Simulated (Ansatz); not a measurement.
Spectroscopic constants of CuS, multiplicity 2 (the spin of the measured ground state). No spin–orbit coupling. Cu is treated without relativity.

The constants come from a fifth-degree fit in 1/R (seven points, main isotopes). In def2 and cc sets the state is the lowest found near the PBE0 minimum, followed along R.

Correlated levels freeze the inner cores; with def2 sets outer-core shells near the valence are correlated too.

Codes used: Ansatz (Gaussian basis) for Hartree–Fock, density functionals and correlated methods. Values without a source in brackets are computed.

Quantity: ω_e, from seven points a level.

Costs are ratios of core time to PBE/def2-TZVPP (roughly 30 s), for whole runs (searches for the state included, and forces where a run took them) on one shared machine, so rough; each error counts from the measured 413.4 cm⁻¹ [Huber and Herzberg (1979), NIST Chemistry WebBook].

```tsv
level	basis functions	cost	error (cm⁻¹)
SVWN5/def2-TZVPP	106	×0.7	38
PBE0/def2-TZVPP	106	×0.8	-20
CAM-B3LYP/def2-TZVPP	106	×0.8	-20
B3LYP/def2-TZVPP	106	×0.8	-29
BHLYP/def2-TZVPP	106	×0.9	-44
PBE/def2-TZVPP	106	×1	3
B2PLYP/def2-TZVPP	106	×1	-22
r2SCAN/def2-TZVPP	106	×2	12
wB97X-V/def2-TZVPP	106	×2	-18
wB97M-V/def2-TZVPP	106	×3	-21
B97M-V/def2-TZVPP	106	×3	-3
```

The cheapest listed level whose error stays within 4 cm⁻¹: PBE/def2-TZVPP (3 cm⁻¹, cost ×1).

Ansatz is a program for electronic structure.
